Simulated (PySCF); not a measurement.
A calculated (wB97X, PySCF 2.14, x2c-TZVPPall with one added diffuse shell each of s, p, d type, scalar relativity by spin-free X2C-1e) atom or ion has these occupied shells.

| shell | electrons | orbital energy (eV) | rms radius, mean of both spins (bohr) |
| --- | --- | --- | --- |
| 1s α | 1 | -412.38 | 0.266 |
| 1s β | 1 | -411.35 | 0.266 |
| 2s α | 1 | -38.931 | 1.37 |
| 2s β | 1 | -34.550 | 1.37 |
| 2p α | 2 | -26.739 | 1.39 |

Task: Name the element and its charge.

Result: N⁺ (nitrogen, charge +1), in [He] 2s2 2p2, high-spin 3P determinant.
